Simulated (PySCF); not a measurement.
Compound: C3HF3O.
SMILES with atom numbers: `[OH:1][C:2]#[C:3][C:4]([F:5])([F:6])[F:7]` (hydrogens: H8 on O1)

A GFN2-xTB structure was refined with PySCF 2.14.0, PBE0-D3(BJ)/def2-TZVP geometry optimisation, gas phase. Its GFN2-xTB values:

```
coordinate  GFN2-xTB
     O1–C2   1.280 Å
     O1–H8   0.966 Å
     C2≡C3   1.201 Å
     C3–C4   1.447 Å
     C4–F5   1.345 Å
  O1–C2–C3    176.6°
  C2–C3–C4    179.5°
  C3–C4–F5    112.7°
  F5–C4–F6    106.3°
```

**Question.** How do these coordinates change at the PBE0-D3(BJ)/def2-TZVP level?

**Answer.** 
```csv
coordinate,PBE0-D3(BJ)/def2-TZVP (Å or °),change
O1–C2,1.291,+0.011
C4–F5,1.340,-0.005
C3–C4,1.452,+0.005
C2≡C3,1.197,-0.004
O1–H8,0.966,0.000
F5–C4–F6,107.0,+0.7
C3–C4–F5,112.1,-0.6
O1–C2–C3,176.5,-0.1
C2–C3–C4,179.4,-0.1
```

The energy falls by 0.96 kJ/mol over 9 energy and gradient evaluations, the largest force component goes from 0.0155 to 4.2e-04 Eh/bohr, and the atoms move by 0.056 Å rms after alignment. The bond that changes most is O1–C2 (hydroxyl oxygen to alkyne carbon), which lengthens by 0.011 Å. Bonds longer at the end by more than 0.005 Å: 1 of 7; shorter: 3. Rotational constants go from 5690, 1386, 1383 to 5680, 1390, 1387 MHz.

The run used 223 basis functions and 74 SCF cycles in all.

No frequency check.
